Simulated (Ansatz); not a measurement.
Relative stability

The two ends of one reaction step of SnH$_{5}$O, doublet (PBE0-D4/def2-TZVP).

A:

| atom | x (Å) | y (Å) | z (Å) |
| --- | --- | --- | --- |
| H1 | -1.0445 | 0.6942 | -1.8174 |
| Sn2 | 1.1400 | -0.3182 | 1.2224 |
| O3 | -0.4754 | 0.6477 | 0.6135 |
| H4 | 0.6563 | -1.9549 | 1.5293 |
| H5 | -1.1914 | 0.6492 | -2.5502 |
| H6 | 2.1622 | -0.2001 | -0.1578 |
| H7 | -1.2472 | 0.4821 | 1.1603 |

B:

| atom | x (Å) | y (Å) | z (Å) |
| --- | --- | --- | --- |
| H1 | -1.6252 | -0.1500 | -0.9469 |
| Sn2 | 1.4785 | 0.5556 | 0.2690 |
| O3 | -1.2055 | -0.7443 | -0.3191 |
| H4 | 0.5393 | 0.5622 | 1.7097 |
| H5 | 0.6901 | 1.4611 | -0.9623 |
| H6 | 1.8247 | -1.0401 | -0.2481 |
| H7 | -1.7017 | -0.6444 | 0.4978 |

Ansatz 0.2.0; basis: def2-TZVPP; cores frozen in the correlated methods; orbitals are unrestricted. Filled d shells of the heavier atoms are correlated. Core potentials replace the inner electrons of the atoms past krypton. The def2 sets are not built for correlating such inner shells, so the correlated values are less sure here. B3LYP uses VWN-RPA correlation.

Q: Which structure is lower at CCSD(T), and by how much? (An estimate is asked for; the value comes from the calculation.)

A: Computed: B, by 2.36 kcal/mol (electronic energy, against the other). By their contacts, A is a complex of SnH₃O ([OH][SnH2]) + H₂ and B is a complex of SnH₃ + H₂O.

Q: Do the other methods give the same order? (Judge from chemistry; the calculation decides.)

A: The calculation gives: Not all: BLYP-D4 gives the other order.

| method | E(B) − E(A) (kcal/mol) |
| --- | --- |
| SPW92 | -4.03 |
| PBE-D4 | -0.35 |
| BLYP-D4 | 2.37 |
| r2SCAN-D4 | -0.35 |
| B97M-V | -1.77 |
| PBE0-D4 | -2.98 |
| B3LYP-D4 | -0.19 |
| r2SCAN0-D4 | -2.77 |
| BHLYP-D4 | -2.61 |
| CAM-B3LYP-D4 | -1.38 |
| wB97X-V | -1.51 |
| wB97M-V | -2.43 |
| B2PLYP | -0.04 |
| PBE-QIDH | -3.09 |
| RPA on PBE | -0.63 |
| HF | -4.28 |
| MP2 | -0.98 |
| CCSD | -3.33 |
| CCSD(T) | -2.36 |

The T1 diagnostic stays at or below 0.017. ⟨S²⟩ of the unrestricted Hartree–Fock references: 0.75 to 0.76 (a pure state has 0.75).

Labels in which every atom is bracketed show which atoms are joined, not bond orders.

For scale, one of the runs: CCSD(T)/def2-TZVPP, 151 basis functions, launched by `ansatz run in.yaml --threads 4 --pin off --events-out ev --progress --plain --max-ram 9574MiB`. Time: 47 s of wall clock on 4 CPU threads of an Arm Neoverse V2; the host was shared. Peak host memory: 2.8 GiB.
